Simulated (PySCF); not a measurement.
Al(Me)(F)2 (CH3AlF2), SMILES [CH3][Al]([F])[F].

Coordinates come from a B3LYP-D3(BJ)/def2-SVP optimisation. The isomer is the one that the SMILES or the coordinates give; other isomers of the formula were not compared.

Two levels are set side by side: PBE/def2-TZVPD (PySCF) and M06-2X/def2-TZVPD (PySCF). Same geometry, gas phase. Differences are taken from unrounded values.

```
quantity                     M06-2X    PBE  PBE minus M06-2X
---------------------------  ------  -----  ----------------
orbital gap (eV)               9.99   6.33             -3.66
highest occupied level (eV)  -10.65  -8.00              2.65
lowest empty level (eV)       -0.67  -1.67             -1.00
dipole moment (D)              2.48   2.39             -0.09
mean polarisability (bohr³)    34.9   38.6               3.6
```

Without exact exchange PBE keeps part of each electron's self-repulsion, which lifts occupied levels and narrows the gap. Loosely held outer electrons make PBE densities more polarisable. Differences between two approximate levels are no errors against the true value.

Rough cost on one machine, each run with all the roots and properties that it gave: M06-2X against PBE about 5 times.
